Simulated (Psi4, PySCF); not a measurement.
Here is a job for Psi4.
```
memory 2 GB

molecule {
0 3
  In   -0.00000000   -0.00000000   -0.61389725
  P     0.00000000    0.00000000    2.00539769
}

set basis def2-tzvp
set reference uks
set scf_type pk
set puream true
set d_convergence 1e-8
set dft_radial_points 99
set dft_spherical_points 590

energy('b97m-v')
print_variables()
```

Convert this to an input for PySCF.

One answer among several that fit: 
```python
from pyscf import gto, scf, dft

mol = gto.Mole()
mol.atom = '''
    In   -0.00000000   -0.00000000   -0.61389725
    P     0.00000000    0.00000000    2.00539769
'''
mol.basis = 'def2-tzvp'
mol.ecp = {'In': 'def2-tzvp'}
mol.spin = 2
mol.verbose = 4
mol.build()

mf = dft.UKS(mol)
mf.xc = 'b97m_v'
mf.grids.atom_grid = (99, 590)
mf.grids.prune = None
mf.kernel()
```

Both were run: Psi4 gave -531.359422 Eh and PySCF -531.359407 Eh, 0.015 mEh apart.
